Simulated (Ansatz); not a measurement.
Isolated molecules relaxed with PBE0-D4/def2-TZVP in Ansatz; ΔE leaves out vibrations. CCSD(T)/CBS is the MP2 limit (def2-TZVPP, def2-QZVPP) plus CCSD(T) − MP2 in def2-TZVPP, frozen cores. This one scheme is used for every species. Functionals use def2-TZVPP. One conformer a species, not always the lowest.

Consider the redistribution: `C[SiH2]OC(F)(F)F` + `FBOC(F)(F)F` → `FC(F)(F)O[SiH2]OC(F)(F)F` + `CBF`.

```json
{"level": "r2SCANh-D4", "ΔE (eV)": "0.31"}
{"level": "BHLYP-D4", "ΔE (eV)": "0.26"}
{"level": "CAM-B3LYP-D4", "ΔE (eV)": "0.27"}
{"level": "r2SCANh", "ΔE (eV)": "0.32"}
{"level": "BHLYP", "ΔE (eV)": "0.28"}
{"level": "CAM-B3LYP", "ΔE (eV)": "0.29"}
{"level": "CCSD/def2-TZVPP", "ΔE (eV)": "0.30"}
{"level": "SCS-MP2/def2-QZVPP", "ΔE (eV)": "0.28"}
```

Problem. What does CCSD(T)/CBS give? (Estimate.)

Solution. Computed: +0.29 eV. The listed levels differ from it by 0.02, -0.03, -0.02, 0.03, -0.01, 0.00, 0.01, -0.01 eV.

Largest T1 diagnostic among the species: 0.013.

From BLYP to BHLYP (50 % exact exchange), in def2-TZVPP and without D4, ΔE moves by −0.03 eV. The D4 term adds −0.03 eV with B3LYP and −0.02 eV with PBE0; it sums over pairs of atoms, weighted by their polarisabilities, and B3LYP, whose exchange is more repulsive, gets the larger term. Leaving LDA and LC-ωPBE aside and taking each functional with its dispersion term where it has one, the values, not all of them listed here, spread over 0.08 eV, from BHLYP-D4 to PBE-D4.

B3LYP here is the variant with VWN-RPA as its local correlation; programs differ in this.
